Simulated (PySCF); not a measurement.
In(H)(vinyl)(OH) (C2H5InO), SMILES C=[CH][InH][OH].

Geometry optimised at PBE0-D3(BJ)/def2-SVP. The structure was generated by enumeration; whether it is a known compound was not checked. The def2 effective core potentials stand for the cores of In; spin–orbit coupling is left out. One conformer was computed; it need not be the lowest.

All values below come from PySCF with PBE0-D3(BJ)/def2-SVP.

Frequencies are harmonic and unscaled.

```tsv
mode	ν (cm⁻¹)	IR (km/mol)	moving atoms (share of kinetic energy)
1	54	3.3	H 49 %, C 43 %
2	106	9.4	O 52 %, C 24 %, H 17 %
3	261	19.3	C 58 %, H 22 %, In 16 %
4	294	112.0	H 84 %, O 13 %
5	386	23.1	H 89 %, C 9 %
6	466	70.4	H 94 %
7	490	49.9	H 77 %, C 20 %
8	508	24.9	C 69 %, H 22 %, In 8 %
9	599	57.3	O 86 %, In 11 %
10	765	123.1	H 92 %
11	985	9.0	H 88 %, C 12 %
12	991	31.3	H 72 %, C 28 %
13	1047	12.5	H 93 %
14	1245	10.3	H 73 %, C 27 %
15	1411	10.2	H 84 %, C 16 %
16	1664	5.7	C 85 %, H 15 %
17	1841	192.5	H 99 %
18	3122	20.3	H 95 %
19	3167	6.8	H 91 %, C 9 %
20	3212	10.3	H 89 %, C 11 %
21	3903	23.6	H 94 %
```
